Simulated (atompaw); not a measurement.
PBE PAW (atompaw) dataset for Co (Z = 27), scalar-relativistic all-electron reference.

atompaw 4.2.0.5 input, output lines left out:

```
Co 27
GGA-PBE scalarrelativistic loggrid 1500 logderivrange -10 5 376
4 4 3 0 0 0
4 0 1.75
4 1 0
3 2 7
0 0 0
c
c
v
v
c
v
v
v
2
1.35 1.10 1.30 1.30
n
n
y
-0.15
n
custom rrkj gramschmidtortho sinc
3 0 vpsmatchnc
0.80
1.35
1.35
1.30
0.90
0.90
```

All-electron outer shells of the reference configuration (PBE, scalar-relativistic, ld1.x):

```json
{"shell": "2s", "level (eV)": "-901.02", "outermost node (bohr)": "0.08", "outermost maximum (bohr)": "0.21"}
{"shell": "2p", "level (eV)": "-771.97", "outermost node (bohr)": "–", "outermost maximum (bohr)": "0.17"}
{"shell": "3s", "level (eV)": "-104.45", "outermost node (bohr)": "0.31", "outermost maximum (bohr)": "0.66"}
{"shell": "3p", "level (eV)": "-67.69", "outermost node (bohr)": "0.28", "outermost maximum (bohr)": "0.68"}
{"shell": "3d", "level (eV)": "-10.25", "outermost node (bohr)": "–", "outermost maximum (bohr)": "0.66"}
{"shell": "4s", "level (eV)": "-7.19", "outermost node (bohr)": "0.96", "outermost maximum (bohr)": "2.29"}
{"shell": "4p", "level (eV)": "-2.69", "outermost node (bohr)": "1.05", "outermost maximum (bohr)": "3.09"}
```

Question: Is a potential produced?

Answer: No. atompaw 4.2.0.5 stopped with "atompaw: The overlap operator has at least one negative eigenvalue!": the overlap operator built from these waves and projectors is not positive definite.
